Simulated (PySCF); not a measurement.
Mg (magnesium, neutral) across methods

[Ne] 3s1 3p1, high-spin 3P determinant (an excited configuration). All numbers are calculated (PySCF 2.14, the spin-free X2C one-electron Hamiltonian (Gaussian nucleus), in aug-cc-pVDZ-DK (5s4p2d, 27 functions)).

| method | E (hartree) | mean ε 2p β (eV) | mean ε 3s α (eV) | mean ε 3p α (eV) | Σ⟨r²⟩ (bohr²) | ⟨S²⟩ |
| --- | --- | --- | --- | --- | --- | --- |
| UHF | -199.84754 | -63.465 | -9.308 | -4.994 | 35.34 | 2.000 |
| PBE | -200.1564 | -48.256 | -6.026 | -2.494 | 35.17 | 2.000 |
| PBE0 | -200.1771 | -52.321 | -6.931 | -3.175 | 34.88 | 2.000 |
| B3LYP | -200.2981 | -51.726 | -6.715 | -2.936 | 34.97 | 2.000 |
| LC-wPBE | -200.2050 | -54.036 | -9.411 | -5.190 | 34.16 | 2.000 |
| r2SCAN | -200.2544 | -49.690 | -6.207 | -2.577 | 34.77 | 2.000 |
| r2SCAN0 | -200.2496 | -53.350 | -7.058 | -3.193 | 34.69 | 2.000 |
| BLYP | -200.2836 | -48.332 | -5.840 | -2.256 | 35.45 | 2.000 |

Question: Estimate the same row for LDA.

Answer: E (hartree) = -199.3228; mean ε 2p β (eV) = -48.327; mean ε 3s α (eV) = -6.128; mean ε 3p α (eV) = -2.445; Σ⟨r²⟩ (bohr²) = 35.38; ⟨S²⟩ = 2.000.
